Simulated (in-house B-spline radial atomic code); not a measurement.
Successive ionisation energies of rhenium; each step leads to the configuration of the next row (after the last: [Xe] 4f14). Dirac energy differences include first-order Breit, QED and recoil terms. NIST's values go from ground level to ground level; the uncertainty of those that are theory runs from under 0.1 % in few-electron ions to several per cent in heavy many-electron ones. Computed with an all-electron radial atomic-structure program (B-spline basis): Dirac-Hartree-Fock, average of the configuration, finite nuclei.

```tsv
ion	configuration	ionisation energy (eV)	tabulated value (eV)	tabulated kind	computed minus tabulated (eV)	highest orbital	largest mean radius (bohr)
Re	[Xe] 4f14 5d5 6s2	7.20	7.83352	measured	-0.63	6s1/2	3.277
Re+	[Xe] 4f14 5d5 6s1	14.64	16.6	semi-empirical	-1.96	6s1/2	3.0057
Re2+	[Xe] 4f14 5d5	25.59	27	tabulated theory	-1.41	5d5/2	1.7891
Re3+	[Xe] 4f14 5d4	?	?	tabulated theory	?	?	?
Re4+	[Xe] 4f14 5d3	51.45	51.9	tabulated theory	-0.45	5d5/2	1.6114
Re5+	[Xe] 4f14 5d2	?	?	tabulated theory	?	?	?
Re6+	[Xe] 4f14 5d1	80.78	82.71	semi-empirical	-1.93	5d5/2	1.4932
```

**Question.** Fill in the row of Re3+.

**Answer.** ionisation energy (eV): 38.02; tabulated value (eV): 39.1; computed minus tabulated (eV): -1.08; highest orbital: 5d5/2; largest mean radius (bohr): 1.6895.

**Question.** Fill in the row of Re5+.

**Answer.** ionisation energy (eV): 65.74; tabulated value (eV): 67; computed minus tabulated (eV): -1.26; highest orbital: 5d5/2; largest mean radius (bohr): 1.5474.

**Question.** Where is the largest jump?

**Answer.** From Re to Re+, by a factor of 2.03 (7.2012 to 14.636 eV); the highest orbital goes from 6s1/2 to 6s1/2.

Where a p, d or f electron is removed, the computed value is a mean over both j, so it misses the tabulated one by a part of the spin-orbit splitting; averaging over terms and missing correlation add to the gap, relatively most at low charge.
